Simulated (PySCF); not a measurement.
Simulated outer-valence photoelectron spectrum of `[C]=C=C=C=C=C=[C]` (heptacarbon) [singlet]. Computed with EOM-IP-CCSD/aug-cc-pVDZ in PySCF, restricted Hartree–Fock reference, frozen core, non-relativistic, gas phase, PBE0-D3(BJ)/def2-SVP geometry.

Each root has a Gaussian of 0.3 eV full width with its one-hole share as area; cross sections and vibrations are left out, and the highest printed point is 100.

(ionisation energy (eV), intensity): (9.8, 1), (9.9, 5), (10.0, 27), (10.1, 70), (10.2, 100), (10.3, 77), (10.4, 32), (10.5, 9), (10.6, 11), (10.7, 38), (10.8, 79), (10.9, 88), (11.0, 53), (11.1, 17), (11.2, 3), (11.3, 0), (11.4, 0), (11.5, 0), (11.6, 0), (11.7, 0), (11.8, 0), (11.9, 0), (12.0, 0), (12.1, 0), (12.2, 0), (12.3, 2), (12.4, 14), (12.5, 47), (12.6, 88), (12.7, 88), (12.8, 48), (12.9, 14), (13.0, 2), (13.1, 0)

Problem. Where are the maxima, and how many lines lie under the curve?

Solution. 3 maxima, at 10.2, 10.9 and 12.7 eV, from 3 lines (6 roots with degenerate partners counted).

Problem. List the lines with their holes.

Solution. 
```json
{"E (eV)": "10.21", "leading hole (HF orbital)": "HOMO/HOMO-1", "area": "1.89", "Koopmans (eV)": "10.10"}
{"E (eV)": "10.87", "leading hole (HF orbital)": "HOMO-4/HOMO-5", "area": "1.72", "Koopmans (eV)": "13.63"}
{"E (eV)": "12.65", "leading hole (HF orbital)": "HOMO-2/HOMO-3", "area": "1.80", "Koopmans (eV)": "13.40"}
```

The widest gap, 1.78 eV, lies between 10.87 and 12.65 eV. Only orbitals with −ε under 21 eV, eight at most, were ionised, so the high end of the curve may lack lines.
